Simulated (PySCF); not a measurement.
## Potential energy of Cd₂ along the bond

Set-up: PySCF, scalar-relativistic core potentials, basis sets Cd def2-TZVPP with ECP28. Energies in eV from Cd + Cd in their ground configurations at the same level. State: ¹Σg⁺ (singlet), closed shell.

| R (Å) | ωB97M-V |
| --- | --- |
| 3.106 | 0.0336 |
| 3.251 | -0.0055 |
| 3.395 | -0.0274 |
| 3.504 | -0.0365 |
| 3.612 | -0.0414 |
| 3.720 | -0.0432 |
| 3.865 | -0.0427 |
| 4.045 | -0.0393 |
| 4.262 | -0.0334 |
| 4.551 | -0.0255 |

**Question.** Put a parabola through the three lowest points of the ωB97M-V curve and estimate Re, k and ωe (reduced mass 56.95 u; 1 eV/Å² = 0.16022 mdyn/Å; ωe = 1302.8·√(k/μ) cm⁻¹).

**Answer.** Through R = 3.612, 3.72, 3.865 Å the second-order coefficient is 0.0795 eV/Å², so Re ≈ 3.771 Å, k ≈ 0.0255 mdyn/Å and ωe ≈ 28 cm⁻¹. A polynomial fit of higher order to the unrounded ωB97M-V energies gives Re = 3.764 Å, k = 0.0235 mdyn/Å, ωe = 26.5 cm⁻¹; anharmonicity and rounding make the difference.

The higher-order fit for each curve: ωB97M-V: Re = 3.764 Å, ωe = 26.5 cm⁻¹, De = 0.043 eV.

Closed-shell solutions of metal pairs were not tested for spin polarisation, which can lower them a little. The bond is weak. Basis-set superposition, not corrected here, can be much of De in a small basis, most of all at correlated wavefunction levels. Functionals without a dispersion term scatter widely for such bonds, and LDA overbinds them.
